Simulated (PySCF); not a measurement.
Species: CoO (quartet state).
Structure used (PBE0-D3(BJ)/def2-SVP), in Å, numbered top down from 1:
```
atom  x, y, z in Å
O1     0.820   -0.081    0.007
Co2   -0.771   -0.007   -0.029
```

Theory: PBE0-D3(BJ)/def2-SVP geometry optimisation, gas phase in PySCF.

Take the most abundant isotopes and a rigid rotor. 

Question: What are the moment of inertia and the rotational constant?

Answer: I = 31.927 u·Å², B = 505379 MHz·u·Å²/I = 15829 MHz (0.5280 cm⁻¹, or 0.760 K as hB/k). For two atoms I = μr² with μ = 12.5805 u and r = 1.5931 Å.

If the electronic state has orbital angular momentum about the axis (Π, Δ; not determined here), the simple ladder of levels BJ(J+1) doesn't apply.

Not checked by PBE0-D3(BJ)/def2-SVP frequencies. ⟨S²⟩ = 3.881 (exact for a quartet: 3.75). Zero-point vibration and centrifugal distortion are left out.

The run took 17 s of wall time on one thread, Arm Neoverse N1 (aarch64) (shared host), and the process peaked at 0.25 GiB of memory. These figures are those of the optimisation.
